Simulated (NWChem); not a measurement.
System: CH5BeN; SMILES [CH3][Be][NH2]

Here is an NWChem input.

```
start job
memory heap 200 mb stack 900 mb global 1100 mb
geometry units angstroms noautosym nocenter noautoz
  Be    -0.005684     0.067779     0.001368
  C     -0.001552    -1.611276    -0.001737
  H     -0.504218    -2.041757     0.881819
  H      1.027051    -2.015446     0.000102
  H     -0.498239    -2.034343    -0.892419
  N     -0.000050     1.572305    -0.000245
  H     -0.821715     2.167812     0.000290
  H      0.826187     2.161421    -0.006281
end
basis spherical
  Be library def2-tzvp
  C library def2-tzvp
  H library def2-tzvp
  N library def2-tzvp
end
dft
  xc xpbe96 cpbe96
  iterations 150
end
tddft
  cis
  ecut -13.0
  nroots 6
  notriplet
end
task tddft energy
```

Parts of the log:

```
             Northwest Computational Chemistry Package (NWChem) 7.3.0
             --------------------------------------------------------

                             Geometry "geometry" -> ""
                             -------------------------

 Output coordinates in angstroms (scale by  1.889725989 to convert to a.u.)

  No.       Tag          Charge          X              Y              Z
 ---- ---------------- ---------- -------------- -------------- --------------
    1 Be                   4.0000    -0.00568400     0.06777900     0.00136800
    2 C                    6.0000    -0.00155200    -1.61127600    -0.00173700
    3 H                    1.0000    -0.50421800    -2.04175700     0.88181900
    4 H                    1.0000     1.02705100    -2.01544600     0.00010200
    5 H                    1.0000    -0.49823900    -2.03434300    -0.89241900
    6 N                    7.0000    -0.00005000     1.57230500    -0.00024500
    7 H                    1.0000    -0.82171500     2.16781200     0.00029000
    8 H                    1.0000     0.82618700     2.16142100    -0.00628100

 Effective nuclear repulsion energy (a.u.)      51.4709483833

  pbe96 is a nonlocal functional; adding pw91lda local functional.

                                 NWChem DFT Module
                                 -----------------

 Summary of "ao basis" -> "ao basis" (spherical)
 ------------------------------------------------------------------------------
       Tag                 Description            Shells   Functions and Types
 ---------------- ------------------------------  ------  ---------------------
 Be                        def2-tzvp                 9       19   5s3p1d
 C                         def2-tzvp                11       31   5s3p2d1f
 H                         def2-tzvp                 4        6   3s1p
 N                         def2-tzvp                11       31   5s3p2d1f

            General Information
            -------------------
          SCF calculation type: DFT
          Wavefunction type:  closed shell.
          No. of atoms     :     8
          No. of electrons :    22
           Alpha electrons :    11
            Beta electrons :    11
          Charge           :     0
          Spin multiplicity:     1
          Use of symmetry is: off; symmetry adaption is: off
          Maximum number of iterations: 150
          AO basis - number of functions:   111
                     number of shells:    51
          Convergence on energy requested:  1.00D-06
          Convergence on density requested:  1.00D-05
          Convergence on gradient requested:  5.00D-04

              XC Information
              --------------
          PerdewBurkeErnzerhof Exchange Functional  1.000
            Perdew 1991 LDA Correlation Functional  1.000 local
           PerdewBurkeErnz. Correlation Functional  1.000 non-local

             Grid Information
             ----------------
          Grid used for XC integration:  medium
          Radial quadrature: Mura-Knowles
          Angular quadrature: Lebedev.
          Tag              B.-S. Rad. Rad. Pts. Rad. Cut. Ang. Pts.
          ---              ---------- --------- --------- ---------
          Be                  1.05       49           9.0       434
          C                   0.70       49          11.0       434
          H                   0.35       45          12.0       434
          N                   0.65       49          11.0       434
          Grid pruning is: on
          Number of quadrature shells:   372
          Spatial weights used:  Erf1

      Superposition of Atomic Density Guess
      -------------------------------------

 Sum of atomic energies:        -109.05450589

      Non-variational initial energy
      ------------------------------

 Total energy =    -110.393885
 1-e energy   =    -246.597038
 2-e energy   =      84.732204
 HOMO         =      -0.369818
 LUMO         =      -0.017956

[...]

                                NWChem TDDFT Module
                                -------------------

            General Information
            -------------------
           No. of orbitals :     222
            Alpha orbitals :     111
             Beta orbitals :     111
        Alpha frozen cores :       0
         Beta frozen cores :       0
     Alpha frozen virtuals :       0
      Beta frozen virtuals :       0
         Spin multiplicity :       1
    Number of AO functions :     111
        Use of symmetry is : off
      Symmetry adaption is : off
         Schwarz screening :  0.10D-07

              XC Information
              --------------
   PerdewBurkeErnzerhof Exchange Functional   1.00
     Perdew 1991 LDA Correlation Functional   1.00 local
    PerdewBurkeErnz. Correlation Functional   1.00 non-local

             TDDFT Information
             -----------------
          Calculation type : Tamm-Dancoff TDDFT
         Wavefunction type : Restricted singlets
          No. of electrons :      22
           Alpha electrons :      11
            Beta electrons :      11
              No. of roots :       6
          Max subspacesize :    5200
            Max iterations :     100
               Target root :       1
           Target symmetry : none
             Energy Cutoff :-0.13D+02
      Symmetry restriction : off
                 Algorithm : Optimal
        Davidson threshold :  0.10D-03

    6 smallest eigenvalue differences (eV)
--------------------------------------------------------
  No. Spin  Occ  Vir  Irrep   E(Occ)    E(Vir)   E(Diff)
--------------------------------------------------------
    1    1    1   12 a       -13.943    -0.022   378.805
    2    1    1   13 a       -13.943    -0.004   379.308
    3    1    1   14 a       -13.943     0.027   380.156
    4    1    1   15 a       -13.943     0.040   380.503
    5    1    1   16 a       -13.943     0.074   381.429
    6    1    1   17 a       -13.943     0.097   382.054
--------------------------------------------------------

  Entering Davidson iterations
  Restricted singlet excited states

  Iter   NTrls   NConv    DeltaV     DeltaE      Time
  ----  ------  ------  ---------  ---------  ---------
    1      6       0     0.10E+00   0.10+100       12.2
    2     12       3     0.22E-02   0.18E-02       13.1
    3     15       6     0.57E-04   0.18E-05        9.3
  ----  ------  ------  ---------  ---------  ---------
  Convergence criterion met

  Ground state a        -110.529660622054 a.u.

  ----------------------------------------------------------------------------
  Root   1 singlet a             13.926777017 a.u.              378.9670 eV
  ----------------------------------------------------------------------------
     Transition Moments    X -0.00006   Y  0.00143   Z  0.00006
     Dipole Oscillator Strength                    0.0000191250
     Electric Quadrupole                           0.0000004285
     Magnetic Dipole                               0.0000000023
     Total Oscillator Strength                     0.0000195557

     Occ.    1  a   ---  Virt.   12  a        0.99476
     Occ.    1  a   ---  Virt.   15  a       -0.08931
  ----------------------------------------------------------------------------
  Root   2 singlet a             13.939415499 a.u.              379.3110 eV
  ----------------------------------------------------------------------------
     Transition Moments    X -0.00512   Y  0.00002   Z  0.00005
     Dipole Oscillator Strength                    0.0002436399
     Electric Quadrupole                           0.0000046497
     Magnetic Dipole                               0.0000052968
     Total Oscillator Strength                     0.0002535864

     Occ.    1  a   ---  Virt.   13  a       -0.99993
  ----------------------------------------------------------------------------
  Root   3 singlet a             13.974995578 a.u.              380.2791 eV
  ----------------------------------------------------------------------------
     Transition Moments    X -0.00014   Y  0.00003   Z -0.03485
     Dipole Oscillator Strength                    0.0113149851
     Electric Quadrupole                           0.0001622273
     Magnetic Dipole                               0.0002638462
     Total Oscillator Strength                     0.0117410586

     Occ.    1  a   ---  Virt.   14  a       -0.99962
  ----------------------------------------------------------------------------
  Root   4 singlet a             13.989682794 a.u.              380.6788 eV
  ----------------------------------------------------------------------------
     Transition Moments    X  0.00006   Y -0.02100   Z -0.00004
     Dipole Oscillator Strength                    0.0041123292
     Electric Quadrupole                           0.0000707892
     Magnetic Dipole                               0.0000000008
     Total Oscillator Strength                     0.0041831192

     Occ.    1  a   ---  Virt.   12  a       -0.08544
     Occ.    1  a   ---  Virt.   15  a       -0.99275
     Occ.    1  a   ---  Virt.   19  a       -0.07199
  ----------------------------------------------------------------------------
  Root   5 singlet a             14.022585447 a.u.              381.5741 eV
  ----------------------------------------------------------------------------
     Transition Moments    X  0.03731   Y  0.00041   Z -0.00015
     Dipole Oscillator Strength                    0.0130129538
     Electric Quadrupole                           0.0001862768
     Magnetic Dipole                               0.0002901750
     Total Oscillator Strength                     0.0134894056

[...]
```

Level: PBE/def2-TZVP, restricted-window TDA. Coordinates come from a PBE0/def2-SVP optimisation. The quadrupole and magnetic terms of the printed total strengths depend on the origin.
